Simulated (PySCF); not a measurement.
Peak assignment

Geometry:
```csv
atom,x (Å),y (Å),z (Å)
C1,3.757,-0.334,-0.562
C2,2.444,0.058,-0.102
C3,1.351,0.385,0.291
Si4,-0.349,0.856,0.832
C5,-1.396,-0.740,1.191
Si6,-2.727,-0.697,-0.199
F7,-2.364,-1.868,-1.270
Si8,-1.902,1.375,-0.864
H9,4.331,0.548,-0.848
H10,4.289,-0.860,0.231
H11,3.668,-0.993,-1.425
H12,-0.172,1.685,2.039
H13,-0.798,-1.650,1.167
H14,-1.841,-0.710,2.185
H15,-4.067,-1.119,0.198
H16,-1.436,1.558,-2.245
H17,-2.795,2.522,-0.627
```

Single conformer, in vacuum, one averaged value for each set of equivalent atoms, no relativistic terms. Geometry: GFN2-xTB; GIAO PBE0/pcSseg-1 shieldings; PySCF 2.14.

Shifts are taken against calculated references (same method and geometry level): 13C, 1H vs TMS.

(1) Assign these signals to the numbered atoms. 13C{1H} NMR (computed): δ 118.1, 83.2, 19.5, 6.4.

(2) Assign these signals to the numbered atoms. 1H NMR (400 MHz, computed): δ 6.25 (m, 1H), 5.08 (m, 1H), 4.57 (m, 1H), 4.32 (m, 1H), 2.16 (s, 3H), 1.38 (m, 1H), 1.11 (m, 1H).

Results:

(1) 
118.1 → C2, alkyne carbon
83.2 → C3, alkyne carbon: sp carbons lie upfield of alkene carbons because the cylindrical π system leaves one tensor component strongly shielded
19.5 → C5, sp3 CH2 bonded to 2 Si
6.4 → C1, propargylic methyl carbon: a saturated carbon with 1 carbon neighbour and no heteroatom attached

(2) 
| δ (ppm) | atoms | environment | reason |
| --- | --- | --- | --- |
| 6.25 | H15 | hydrogen on a silicon bonded to C, F, Si, in a 4-membered ring | – |
| 5.08 | H12 | hydrogen on a silicon bonded to 2 C, Si, in a 4-membered ring | – |
| 4.57 | H16 | hydrogen on a silicon bonded to 2 Si, in a 4-membered ring | – |
| 4.32 | H17 | hydrogen on a silicon bonded to 2 Si, in a 4-membered ring | – |
| 2.16 | H9/H10/H11 | hydrogen on a propargylic methyl carbon | – |
| 1.38 | H13 | hydrogen on an sp3 CH2 bonded to 2 Si | – |
| 1.11 | H14 | hydrogen on an sp3 CH2 bonded to 2 Si | – |

Splittings by 19F in the carbon and heteronuclear signals aren't shown, as no couplings were computed. Shifts are as computed. Against solution values, carbons near 30 ppm lie about +3 ppm off and those near 130 ppm about +5 ppm. Of 1309 compounds with measured shifts, 239 miss one by over three times the rms of a fit or turn the order of signals round; such compounds aren't used in these exercises. No couplings were computed; multiplicities are counted from neighbouring protons, with m where these are inequivalent, close in shift, in a saturated or five-membered ring or joined by F or P, and br s for small geminal =CH2 splittings.
